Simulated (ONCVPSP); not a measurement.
# Al: one change to an ONCV potential, before and after

* Element: aluminium
* Generator: ONCVPSP 4.0.1
* Type: optimised norm-conserving Vanderbilt (ONCV)
* Functional: PBEsol
* Relativity: scalar-relativistic
* Frozen core: [Ne]
* Valence charge: 3
* Reference configuration: 3s1.5 3p1.5
* Partial waves: 3s: rc 1.80 bohr, ncon 4, nbas 7, qcut 3.8 1/bohr, 2 projectors, debl 2.5 Ha; 3p: rc 2.05 bohr, ncon 3, nbas 7, qcut 4.3 1/bohr, 3 projectors, debl 2 Ha
* Local potential: polynomial inside 1.40 bohr (lpopt 5, dvloc0 0 Ha)
* Core correction: polynomial model core, fcfact 0.55

All-electron outer shells of the reference configuration (PBEsol, scalar-relativistic, ld1.x):

```tsv
shell	level (eV)	outermost node (bohr)	outermost maximum (bohr)
2s	-108.78	0.16	0.50
2p	-70.47	–	0.43
3s	-8.14	0.80	2.06
3p	-3.02	0.82	2.61
```

Change: s: qcut 2.2.

Cutoffs: the cutoffs (Ha) at which the residual kinetic energy of the hardest occupied pseudo-wave falls to 1 and 0.1 mHa per electron; they do not see the model core or the augmentation charge, which bear on the density cutoff. Errors are all-electron minus pseudo energies relative to the spin-unpolarised reference configuration.

Task: How do hardness, ghosts and transferability respond?

Result: The potential gets harder (5.7 Ha and 7.7 Ha → 19 Ha and 33 Ha); of the 4 tests that both files solve, the error grows in 1 and shrinks in 1 by more than 15 % and 0.3 meV (median size 0.7 → 0.9 meV); neither file shows a bound ghost.

| quantity | base | changed |
| --- | --- | --- |
| cutoff, loose | 5.7 Ha | 19 Ha |
| cutoff, tight | 7.7 Ha | 33 Ha |
| loose cutoff by channel | s 5.7 Ha, p 2.2 Ha | s 19 Ha, p 2.2 Ha |
| bound ghosts | none | none |
| GHOST(+) flags under 300 eV | s at 115.8 eV | s at 119.1 eV |
| error for 3s2 3p1, meV [ΔE -2.54 eV] | -0.4 | -0.7 |
| error for 3s2 3p0, meV [ΔE 3.20 eV] | -0.5 | -1.1 |
| error for 3s1 3p0, meV [ΔE 22.37 eV] | +10 | +9.9 |
| error for 3s1 3p1, meV [ΔE 8.99 eV] | +0.9 | +0.6 |
| s: phases at 1.83 bohr within 0.05 rad from the reference energy up to (Ha; the scan ends near 5) | 3.7 | 3.7 |
| p: phases at 2.08 bohr within 0.05 rad from the reference energy up to (Ha; the scan ends near 5) | to the end of the scan | to the end of the scan |
| rms error of d²Exc/dni dnj with the model core, mHa | 0.37 | 0.30 |

Base: The cutoffs count occupied waves only; projector 3 of the p channel, the hardest unoccupied one, needs 44 Ha at the loose tolerance.
